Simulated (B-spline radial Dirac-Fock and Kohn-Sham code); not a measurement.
As⁷⁺: input and output of one calculation

ΔSCF core binding energies without Breit or QED terms, calculated with a B-spline atomic structure program. Keys: rel is the Hamiltonian (dirac, or spin-free x2c and nr, where L3 and M5 stand for the whole 2p and 3d shells), method is hf or an exchange,correlation pair (spin-unpolarised, also for the hole states), nuc the nuclear model, radius_factor scales its radius, rmax is the box in bohr, h the logarithmic mesh step, order the B-spline order, points the quadrature points per cell, c_factor scales the speed of light, and damp, ndamp, maxit and tol steer the iteration. The run stops when the commutator error falls below 10·tol·max(1, Z/10), or the numerical noise floor, and the energy has settled to about 1e-8 Ha; the virial ratio is −V/T.

Input (task.json):

```json
{"items": [{"Z": 33, "q": 7, "cfg": [[1, 0, 2], [2, 0, 2], [2, 1, 6], [3, 0, 2], [3, 1, 6], [3, 2, 8]], "A": 75, "rrms": 4.0968, "do": "settings", "holes": ["K", "L3", "M5"],
  "settings": [{"rel": "dirac", "method": "hf", "nuc": "fermi", "radius_factor": 1.0, "rmax": 45.0, "h": 0.3, "order": 8, "points": 10, "c_factor": 0.1883, "maxit": 96, "damp": 0.5, "ndamp": 3, "tol": 1e-08}]}]}
```

Command: `python xray2_run.py task.json out`

Ground-state iterations:

```
iter   energy (Ha)        error
   1    -3429.55045001  8.07e+00
   2    -3459.75699801  9.37e-01
   3    -3460.26487058  4.15e-01
   4    -3460.36075272  1.85e-01
   5    -3460.38259325  2.40e-02
   6    -3460.38300928  5.93e-04
   7    -3460.38301053  3.12e-04
   8    -3460.38301111  1.62e-05
   9    -3460.38301111  1.06e-06
  10    -3460.38301111  5.37e-08
```

The ground state converged in 10 iterations, with total energy -3460.38301 Ha, virial ratio 1.22575 and highest orbital energy -158.83 eV. ΔSCF binding energies: K (1s) 17489.6 eV, L3 (2p3/2) 1329.3 eV. Holes are computed only in closed shells, and unreliable hole states are left out.

Q: One setting is unsound. Which, and why?

A: c_factor makes c so small that Zα exceeds 1, so any numbers that come out have no meaning. With the default settings (Dirac Hartree-Fock): The ground state converged in 10 iterations, with total energy -2243.57812 Ha, virial ratio 1.97735 and highest orbital energy -185.23 eV. ΔSCF binding energies: K (1s) 12045.9 eV, L3 (2p3/2) 1479.9 eV. Holes are computed only in closed shells, and unreliable hole states are left out.
